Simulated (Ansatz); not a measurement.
Ansatz (a first-principles code) input (CCSD(T)/def2-SVPD):

Ansatz 0.2 input:
```yaml
crystal:
  periodic: [false, false, false]
  atoms:
    - {symbol: Be, position_ang: [0.00000000, 0.00000000, 0.00000000]}
    - {symbol: F, position_ang: [0.00000000, 0.00000000, 1.43900728]}
    - {symbol: F, position_ang: [-0.00000000, -0.00000000, -1.43900728]}
basis:
  gaussian:
    orbitals: def2-SVPD
total_charge: 1
magnetization: {spin_polarized: true, initial_magnetization: 1}
correlation: {method: ccsd_t, electrons: outside_noble_gas}
output: {forces: true}
```

Output:

```
Functional definition: HF
integrals: 0.04 GiB planned
596 factors; integrals over basis functions are off by at most 1.4e-4 eV
mean field: 0.13 GiB planned
mean field evaluation 1: about -5790.5427 eV, gradient 3.4e1 eV
mean field evaluation 2: about -5790.6156 eV, gradient 3.4e1 eV
mean field evaluation 4: about -5794.7383 eV, gradient 2.1e0 eV
mean field evaluation 8: about -5794.8394 eV, gradient 1.8e-3 eV
mean field evaluation 16: about -5794.8394 eV, gradient 3.6e-4 eV
mean field evaluation 32: about -5795.8318 eV, gradient 7.4e-5 eV
mean field evaluation 64: about -5792.6546 eV, gradient 1.4e1 eV
mean field evaluation 96: about -5795.8230 eV, gradient 7.7e-1 eV
mean field evaluation 128: about -5793.8179 eV, gradient 2.3e1 eV
mean field evaluation 160: about -5795.8314 eV, gradient 2.5e-1 eV
mean field evaluation 192: about -5794.8240 eV, gradient 2.5e-1 eV
mean field evaluation 224: about -5792.8470 eV, gradient 6.1e-1 eV
mean field evaluation 256: about -5788.0642 eV, gradient 4.7e0 eV
mean field evaluation 288: about -5794.8394 eV, gradient 6.2e-2 eV
mean field evaluation 320: about -5792.8933 eV, gradient 8.4e-3 eV
mean field evaluation 352: about -5794.8385 eV, gradient 2.5e-1 eV
mean field evaluation 384: about -5792.8901 eV, gradient 5.7e-1 eV
mean field evaluation 416: about -5792.8680 eV, gradient 2.4e-4 eV
mean field -5795.83181460 eV, -212.9928906305 hartree, gradient 2.7e-6 eV, S^2 0.753635; 14 other end points of the search recorded, 0 dependent functions left out
determinant -5795.83181460 eV, -212.9928906305 hartree, with singles and doubles -5806.14445506 eV, -213.3718731774 hartree
determinant -5794.83940202 eV, -212.9564201410 hartree, with singles and doubles -5806.23927622 eV, -213.3753577907 hartree
determinant -5794.35524205 eV, -212.9386275904 hartree, with singles and doubles -5804.68988188 eV, -213.3184185988 hartree
determinant -5793.82923185 eV, -212.9192970718 hartree, with singles and doubles -5805.57159756 eV, -213.3508210526 hartree
determinant -5792.89328340 eV, -212.8849016008 hartree, with singles and doubles -5804.53903187 eV, -213.3128749633 hartree
determinant -5792.86801722 eV, -212.8839730858 hartree, with singles and doubles -5804.42485667 eV, -213.3086791022 hartree
determinant -5795.83181460 eV, -212.9928906305 hartree, with singles and doubles -5806.16908286 eV, -213.3727782325 hartree
determinant -5794.83940202 eV, -212.9564201410 hartree, with singles and doubles -5806.26261469 eV, -213.3762154636 hartree
determinant -5795.83181460 eV, -212.9928906305 hartree, with singles and doubles -5806.23724134 eV, -213.3752830101 hartree
determinant -5794.83940202 eV, -212.9564201410 hartree, with singles and doubles -5806.26811931 eV, -213.3764177548 hartree
3 core orbitals not correlated
reference -5794.83940202 eV, -212.9564201410 hartree; 8, 7 occupied and 47, 48 virtual orbitals, 596 factors
densities: 0.27 GiB planned
second order -11.01074319 eV of doubles, -0.00000000 eV of singles
coupled cluster: 0.21 GiB planned
coupled cluster: 0.27 GiB planned
cycle   1  -10.47875741 eV  change    -1.7e0 eV  update   7.2e-2
cycle   2  -11.25294775 eV  change   -7.7e-1 eV  update   4.3e-2
cycle   3  -11.38394543 eV  change   -1.3e-1 eV  update   2.2e-2
cycle   4  -11.42714263 eV  change   -4.3e-2 eV  update   8.1e-3
cycle   5  -11.42321228 eV  change    3.9e-3 eV  update   2.5e-3
cycle   6  -11.43018367 eV  change   -7.0e-3 eV  update   1.0e-3
cycle   7  -11.42700762 eV  change    3.2e-3 eV  update   4.6e-4
cycle   8  -11.42907599 eV  change   -2.1e-3 eV  update   1.8e-4
cycle   9  -11.42868375 eV  change    3.9e-4 eV  update   7.8e-5
cycle  10  -11.42873435 eV  change   -5.1e-5 eV  update   3.0e-5
cycle  11  -11.42872813 eV  change    6.2e-6 eV  update   1.2e-5
cycle  12  -11.42871968 eV  change    8.5e-6 eV  update   4.4e-6
cycle  13  -11.42871723 eV  change    2.5e-6 eV  update   1.5e-6
cycle  14  -11.42871844 eV  change   -1.2e-6 eV  update   6.5e-7
cycle  15  -11.42871879 eV  change   -3.6e-7 eV  update   2.6e-7
cycle  16  -11.42871850 eV  change    2.9e-7 eV  update   1.6e-7
coupled cluster: 0.27 GiB planned
perturbative correction -0.27783611 eV, -0.0102102888 hartree
WARN: these amplitudes may be one of several solutions (largest doubles amplitude 0.08, level shift 14.09 eV)
the calculation of the forces begins
densities: 0.33 GiB planned
Total energy: -5806.54595663 eV, -213.3866280881 hartree
Atom 0 at     0.000000     0.000000     0.000000 Å, force    -0.000000    -0.000000     0.000001 eV/Å
Atom 1 at     0.000000     0.000000     1.439007 Å, force     0.000000     0.000000     0.943454 eV/Å
Atom 2 at    -0.000000    -0.000000    -1.439007 Å, force     0.000000     0.000000    -0.943455 eV/Å
Dipole moment:     0.000000     0.000000    -0.000000 e Å
```

The program attaches cautions to this result: other roots.

The determinant is spin-contaminated: <S^2> is 0.86 against 0.75 for a pure state.
